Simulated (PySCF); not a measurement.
# Vertical excitation energies

Species: C3H3ClF4Si.
InChI=1S/C3H3ClF4Si/c1-9(4,8)3(7)2(5)6/h1H3/t9-/m0/s1

Level of theory: PySCF 2.14.0, density-fitted response routines, TDDFT wB97X-D/def2-SVPD, vertical, gas phase, core orbitals frozen in the response. Isolated species at its GFN2-xTB geometry (one conformer only). Torsions of this conformer, `[CH3:1][Si@@:2]([F:3])([Cl:4])[C:5]([F:6])=[C:7]([F:8])[F:9]`: C1–Si2–C5–F6 -19°.

Question: List the vertical singlet excitations with oscillator strengths and describe the spectrum.

Answer: 

```csv
state,λ (nm),E (eV),f,|μ| (D),"main configurations (H = HOMO, L = LUMO)"
S1,195.2,6.35,0.012,0.71,"H→L+1 (52%), H→L+2 (25%), H→L (14%)"
S2,178.6,6.94,0.303,3.39,"H→L (82%), H→L+1 (12%)"
S3,163.0,7.61,0.015,0.72,"H→L+2 (35%), H→L+3 (34%), H→L+1 (13%)"
S4,160.6,7.72,0.011,0.60,H-1→L (82%)
S5,146.4,8.47,0.036,1.06,"H-1→L+2 (45%), H-1→L+1 (33%)"
S6,145.0,8.55,0.0064,0.45,"H→L+3 (39%), H→L+2 (22%)"
S7,142.0,8.73,0.035,1.03,H-2→L (78%)
S8,138.8,8.93,0.034,1.00,"H→L+8 (21%), H→L+4 (11%), H-3→L (11%)"
```

Triplets, Tamm–Dancoff:

```tsv
state	E (eV)	λ (nm)	main configurations (H = HOMO, L = LUMO)
T1	4.32	287.1	H→L (85%)
T2	5.98	207.3	H→L+1 (56%), H→L+2 (26%)
T3	7.26	170.8	H-1→L (80%)
```

The lowest singlet comes at 195 nm (613 kJ/mol) in the vacuum ultraviolet; it is weak; its leading configuration is HOMO→LUMO+1 (52%). The strongest level in the table is S2 at 6.94 eV (179 nm, f = 0.303). Löwdin shares by element: HOMO carbon 59% or more, fluorine 26% or more (atoms not listed hold the other 15%); LUMO carbon 47% or more, silicon 16%, chlorine 12% (atoms not listed hold the other 25%). Orbital energies (eV): HOMO-3 -12.69, HOMO-2 -12.07, HOMO-1 -11.39, HOMO -9.81, LUMO 1.06, LUMO+1 1.70, LUMO+2 1.86. Of the 8 states listed, 7 reach f = 0.01 and none stays under 0.0005. The listed states span 2.58 eV, and the widest gap between neighbours is 0.75 eV (S4 to S5). The window holds the lowest 8 singlets.

Hardware: one thread of an Intel Xeon at 2.70 GHz, shared host with 64 logical CPUs at a one-minute load of 59. Cost: 1.7 min, 0.96 GiB resident at most.
